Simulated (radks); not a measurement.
Values are calculated unless marked as measured or tabulated.
Ionisation of the palladium ion Pd2+, [Kr] 4d8, to Pd3+, [Kr] 4d7, under several functionals. Dirac Kohn-Sham, spin-unpolarised, spherical densities, finite nucleus; open shells are shared between the two j in proportion to 2j + 1; a radial shooting solver on a logarithmic mesh with Libxc functionals. The NIST Atomic Spectra Database gives 32.930 eV (semi-empirical). Rank these functionals by the error of their Delta-SCF ionisation energy: exchange-only B88; revPBE; B86b exchange with PBE correlation; LDA (Slater exchange, Perdew-Wang correlation); HCTH/407; OLYP; SOGGA.

Answer. From best to worst: exchange-only B88 33.163 eV (+0.233); SOGGA 34.239 eV (+1.309); revPBE 34.278 eV (+1.348); B86b exchange with PBE correlation 34.382 eV (+1.452); OLYP 34.433 eV (+1.503); LDA (Slater exchange, Perdew-Wang correlation) 34.597 eV (+1.667); HCTH/407 34.871 eV (+1.941). Spin polarisation and multiplet splitting are left out, so open shells lie too high by an amount that depends on their filling. Sharing an open shell by 2j + 1 raises it above the true ground level by a part of the spin-orbit splitting, which enters the differences from NIST.

Beside tabulated values, note that spin-unpolarised runs miss the spin-polarisation part of the exchange energy of open shells.
